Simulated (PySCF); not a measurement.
**Calculated NMR data**

Level of theory: structure optimised with GFN2-xTB, shieldings: GIAO PBE0/pcSseg-1, in PySCF 2.14.0 with density-fitted response routines (one computed conformer, non-relativistic Hamiltonian, no solvent, averaged over atoms made equivalent by symmetry, fast rotation or ring inversion).

Shifts are taken against calculated references (same method and geometry level): $^{1}$H (σ = 31.72 ppm) and $^{13}$C (σ = 186.93 ppm) against TMS. Where no couplings were computed, multiplicities follow the n + 1 count of equivalent neighbours, and m marks all less simple cases (inequivalent or close neighbours, rings, F or P nearby). Shifts are as computed. Against solution values, carbons near 30 ppm lie about +3 ppm off and those near 130 ppm about +5 ppm. Of 1211 compounds with measured shifts, 218 miss one by over three times the rms of a fit or turn the order of signals round; such compounds aren't used in these exercises.

**1.** `[Si@H]1(Cl)CC=C(C#CC)CC1`, C8H11ClSi. $^{1}$H NMR (500 MHz, computed): δ 6.33 (m, 1H), 5.03 (m, 1H), 2.61 (m, 1H), 2.28 (m, 1H), 2.20 (m, 1H), 2.17 (s, 3H), 1.69 (m, 1H), 1.00 (m, 1H), 0.94 (m, 1H). $^{13}$C{$^{1}$H} NMR (computed): δ 138.1 (CH), 135.4 (C), 95.1 (C), 88.4 (C), 31.4 (CH2), 20.6 (CH2), 17.2 (CH2), 5.8 (CH3).

**2.** `C[SiH2]/N=C(/C)C#N`, C4H8N2Si. $^{1}$H NMR (500 MHz, computed): δ 5.23 (q, 2H), 2.48 (s, 3H), 0.38 (t, 3H). $^{13}$C{$^{1}$H} NMR (computed): δ 156.3 (C), 115.3 (C), 35.5 (CH3), -3.6 (CH3).
